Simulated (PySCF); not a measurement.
SMILES [CH3][Ga]([CH3])[Si](C)(C)C (C₅H₁₅GaSi) (GFN2-xTB optimised geometry):

```
22

Ga     0.392    -1.001     0.000
C     -0.432    -2.891    -0.011
H     -0.238    -3.395    -0.965
H     -1.515    -2.898     0.147
H      0.022    -3.510     0.771
C      2.453    -1.001     0.000
H      2.895    -0.013    -0.163
H      2.835    -1.669    -0.782
H      2.840    -1.379     0.954
Si    -0.963     1.047     0.000
C      0.156     2.580    -0.308
C     -1.869     1.286     1.680
C     -2.283     0.970    -1.396
H     -0.404     3.510    -0.316
H      0.917     2.653     0.465
H      0.667     2.489    -1.264
H     -1.152     1.391     2.490
H     -2.490     0.420     1.901
H     -2.509     2.164     1.684
H     -2.895     0.078    -1.286
H     -1.804     0.921    -2.372
H     -2.945     1.831    -1.392
```

Level of theory: CAM-B3LYP/def2-SVP (PySCF).

Task: What are the frontier orbital energies and the dipole moment?

Result: HOMO-2 -9.70 eV, HOMO-1 -8.56 eV, HOMO -7.74 eV, LUMO -0.31 eV, LUMO+1 1.75 eV; dipole moment 0.39 D.

On the same geometry PBE/def2-SVP (PySCF) gives HOMO-2 -7.01 eV, HOMO-1 -6.03 eV, HOMO -5.43 eV, LUMO -1.99 eV, LUMO+1 0.10 eV; dipole moment 0.38 D.

Meta-Löwdin charges at CAM-B3LYP/def2-SVP: Ga1 0.40, C2 -0.50, H3 0.10, H4 0.10, H5 0.10, C6 -0.50, H7 0.10, H8 0.10, H9 0.10, Si10 0.66, C11 -0.53, C12 -0.53, C13 -0.53, H14 0.10, H15 0.10, H16 0.10, H17 0.10, H18 0.10, H19 0.11, H20 0.10, H21 0.10, H22 0.10.
